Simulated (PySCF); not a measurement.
Compound: C5H5F3N2.
Atom-mapped SMILES: `[CH3:1][c:2]1[cH:3][n:4][nH:5][c:6]1[C:7]([F:8])([F:9])[F:10]` (hydrogens: H11, H12, H13 on C1; H14 on C3; H15 on N5)

Geometry (GFN2-xTB, Å), atoms numbered from 1 in this order:
```xyz
15
C5H5F3N2 angstrom
C     -1.7495   -0.7241    0.2756
C     -0.6834    0.3034    0.1582
C     -0.7889    1.6990    0.3007
N      0.3745    2.2926    0.1260
N      1.2457    1.3354   -0.1268
C      0.6597    0.1090   -0.1198
C      1.4130   -1.1433   -0.3763
F      2.7157   -0.9025   -0.6062
F      0.9527   -1.8174   -1.4449
F      1.3570   -2.0044    0.6550
H     -1.5086   -1.4339    1.0657
H     -2.6997   -0.2501    0.5037
H     -1.8453   -1.2804   -0.6558
H     -1.6642    2.2751    0.5210
H      2.2168    1.5496   -0.2979
```

Computed at PBE0/pcSseg-1 (PySCF, non-relativistic), with Q(14N) = 0.02044 b: N4, 14N (I = 1): χzz = -5.305 MHz, η = 0.466; N5, 14N (I = 1): χzz = -3.365 MHz, η = 0.410.

Question: Find the zero-field quadrupole resonance frequencies of 14N at N4.

Answer: From ν± = (3/4)|χ|(1 ± η/3) and ν0 = |χ|η/2: ν+ 4.596 MHz, ν− 3.361 MHz, ν0 1.235 MHz (pyridine-type nitrogen).

Question: Find the zero-field quadrupole resonance frequencies of 14N at N5.

Answer: From ν± = (3/4)|χ|(1 ± η/3) and ν0 = |χ|η/2: ν+ 2.868 MHz, ν− 2.179 MHz, ν0 0.689 MHz (pyrrole-type nitrogen).

In a crystal, neighbours and librations shift these lines. Isolated species at its GFN2-xTB geometry, gas phase. GFN2-xTB bond lengths can be off by several hundredths of an ångström, more for odd bonds, and the gradients follow them. A larger basis could move these couplings by a tenth or more.

The run behind these numbers computed NMR shieldings as well. On x86-64 server, one thread (shared host), this took 43 s wall.
